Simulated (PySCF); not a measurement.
# Working out the excitation energy of B

B [He] 2s2 2p1 (2P) → B [He] 2s1 2p1 3d1 (high-spin determinant). Calculation: PySCF 2.14, in aug-cc-pVTZ; no relativity, point nucleus. Frozen: 1s2. Energies in hartree (1 hartree = 27.21139 eV):

| part | B (lower) | B (upper) |
| --- | --- | --- |
| UHF | -24.532172 | -24.131291 |
| CCSD correlation | -0.064922 | -0.011000 |
| (T) | -0.001357 | -0.000217 |

Q: What does Hartree-Fock give?

A: (-24.131291) − (-24.532172) = 0.400881 hartree = 10.909 eV.

Q: What do CCSD and CCSD(T) give?

A: The CCSD correlation energies differ by 0.053922 hartree = 1.467 eV and the triples by 0.001140 hartree = 0.031 eV, so CCSD gives 12.376 eV and CCSD(T) 12.407 eV.

One determinant mixes LS terms, so it does not stand for a single term.

The upper state lies above the first ionisation limit, but in LS coupling its spin forbids autoionisation to the ground ion. A Rydberg-like electron needs more diffuse functions than a valence basis has.
